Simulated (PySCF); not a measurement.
Molecule: SMILES C#C[SiH](C#C)C. Atoms near the plane z = 1.0 Å, at the PBE0/def2-SVP optimised geometry (x, y, z in Å): Si1 (-1.8, -0.7, 0.0), C2 (-2.5, -1.6, 1.5), C5 (0.0, -0.7, 0.0), C6 (1.2, -0.7, 0.0), H7 (-2.3, 0.7, 0.0), H8 (-3.6, -1.6, 1.5), H9 (-2.1, -2.7, 1.5), H12 (2.3, -0.7, 0.0).

Computed with PBE0/def2-TZVP run with PySCF. The values are rescaled to run from 0 to 1.

```
|00000000000000000000000000000|
|00000000000000000000000000000|
|00000000000000000000000000000|
|00000000000000000000000000000|
|00000000000000000000000000000|
|00000000000000000000000000000|
|00000000000000000000000000000|
|00000000000000000000000000000|
|00000000000000000000000000000|
|00000000000000000000000000000|
|00000000000000111110000000000|
|00000000000011111111100000000|
|00000000000112223322110000000|
|00000000001123444443211000000|
|00000000011234567765321000000|
|00000000011235789986421000000|
|00000000011236899996421000000|
|00000000001124677875321000000|
|00000000000112344443210000000|
|00011110000001122221100000000|
|00011110000000011110000000000|
|00000000000000000000000000000|
|00000000000000000000000000000|
|00000000000000000000000000000|
|00000000000000000000000000000|
|00000000000000000000000000000|
|00000000000000000000000000000|
|00000000000000000000000000000|
|00000000000000000000000000000|
```
Scale: ten equal steps from 0.000 (start of '0') to 1.00 (end of '9'), in the order '0123456789'; x runs from -4.50 to 4.50, y from -4.50 (bottom) to 4.50 (top).

**Question.** Which quantity is mapped?
A. Laplacian of the electron density
B. log10 of the electron density
C. an orbital amplitude
D. electron localisation function

**Answer.** C, an orbital amplitude. In full: HOMO−1 amplitude (bohr^(-3/2)).
